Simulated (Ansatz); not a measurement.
Species: H2SiO, charge -1, doublet. H2SiO- (parent SMILES O=[SiH2], doublet).
B3LYP-D3(BJ)/def2-TZVP minimum from Ansatz (a quantum-chemistry and plane-wave program):
```
Si
O 1 1.5744
H 1 1.5389 2 116.21
H 1 1.5389 3 100.54 2 -126.32
```
Charge -1, spin multiplicity 2.

Total energies in aug-cc-pV(D+d)Z, 13 correlated electrons, 6 frozen orbitals. Open shells are spin-unrestricted; no spin-orbit coupling. Cores are frozen in correlated methods. No relativity. The spin of H2OSi- (parent SMILES O=[SiH2], doublet) was assumed, and the state is the lowest solution found for it.

```json
[
 {"method": "HF", "program": "Ansatz", "energy (Eh)": "-364.96674", "minus CCSDT(Q) (mEh)": "345.96"},
 {"method": "MP2", "program": "Ansatz", "energy (Eh)": "-365.28206", "minus CCSDT(Q) (mEh)": "30.63"},
 {"method": "CCSD", "program": "Ansatz", "energy (Eh)": "-365.29852", "minus CCSDT(Q) (mEh)": "14.18"},
 {"method": "CCSD(T)", "program": "Ansatz", "energy (Eh)": "-365.31056", "minus CCSDT(Q) (mEh)": "2.14"},
 {"method": "CCSDT(Q)", "program": "Ansatz", "energy (Eh)": "-365.31270", "minus CCSDT(Q) (mEh)": "0.00"}
]
```

Rough core times of Ansatz's runs on a shared machine: CCSD(T) under 20 s, CCSDT(Q) 3 min.
